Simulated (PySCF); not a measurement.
Si(F)2(H)(NCO) (CHF₂NOSi), SMILES F[SiH](F)N=C=O.

Geometry: B3LYP-D3(BJ)/def2-SVP. This is a generated structure with no PubChem entry under its InChIKey; it may be hypothetical. Other conformers were not sampled.

The numbers are results of B3LYP-D3(BJ)/def2-SVP (PySCF), not measurements.

Frequencies are harmonic and unscaled.

Question: Give all harmonic wavenumbers and intensities. (Estimate from the structure and the level; the computed values follow.)

Answer: 
| mode | ν (cm⁻¹) | IR (km/mol) | Raman (Å⁴/amu) | depolarisation | moving atoms (share of kinetic energy) |
|---|---|---|---|---|---|
| 1 | 53 | 0.0 | 2.0 | 0.75 | F 39 %, N 31 %, O 28 % |
| 2 | 61 | 0.6 | 2.0 | 0.74 | N 51 %, O 25 %, F 17 % |
| 3 | 281 | 16.8 | 0.7 | 0.60 | F 71 %, N 12 % |
| 4 | 290 | 8.5 | 0.1 | 0.75 | F 42 %, N 39 %, Si 11 % |
| 5 | 389 | 55.0 | 1.0 | 0.57 | F 45 %, Si 33 %, N 13 % |
| 6 | 618 | 36.2 | 0.2 | 0.72 | C 72 %, O 15 %, N 13 % |
| 7 | 622 | 36.3 | 0.2 | 0.75 | C 71 %, O 15 %, N 14 % |
| 8 | 626 | 128.3 | 8.0 | 0.18 | Si 49 %, O 24 %, C 10 % |
| 9 | 839 | 62.8 | 8.4 | 0.69 | H 70 %, F 25 % |
| 10 | 842 | 20.3 | 9.7 | 0.75 | H 85 %, F 15 % |
| 11 | 909 | 356.1 | 4.0 | 0.21 | Si 40 %, F 39 %, H 19 % |
| 12 | 988 | 232.7 | 0.7 | 0.75 | Si 50 %, F 42 % |
| 13 | 1552 | 70.4 | 21.5 | 0.24 | N 58 %, O 38 % |
| 14 | 2361 | 120.0 | 110.8 | 0.17 | H 96 % |
| 15 | 2463 | 1406.1 | 0.1 | 0.45 | C 69 %, N 18 %, O 12 % |
